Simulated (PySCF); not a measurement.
ClMoO, SMILES [O]=[Mo][Cl] (connectivity only; charge and spin as stated), neutral, multiplicity 4.

The structure is a stationary point at B3LYP-D3(BJ)/def2-TZVP. The geometry has at least one imaginary mode, so it is a saddle point at that level. The spin state was assumed, not searched. The def2 effective core potentials stand for the cores of Mo; spin–orbit coupling is left out.

These are PySCF with B3LYP/def2-TZVPD values and carry that method's errors.

Computed frontier levels, dipole moment and polarisability:
```
Quantity                                                          Result
-----------------------------------------------  -----------------------
α spin, highest occupied and lowest empty level       -6.54 and -3.35 eV
β spin, highest occupied and lowest empty level       -9.27 and -3.48 eV
dipole moment                                                     0.00 D
mean static polarisability                          61.5 bohr³ (9.11 Å³)
polarisability, principal values                  51.6, 51.6, 81.2 bohr³
⟨S²⟩                                             3.782 (pure state 3.75)
```
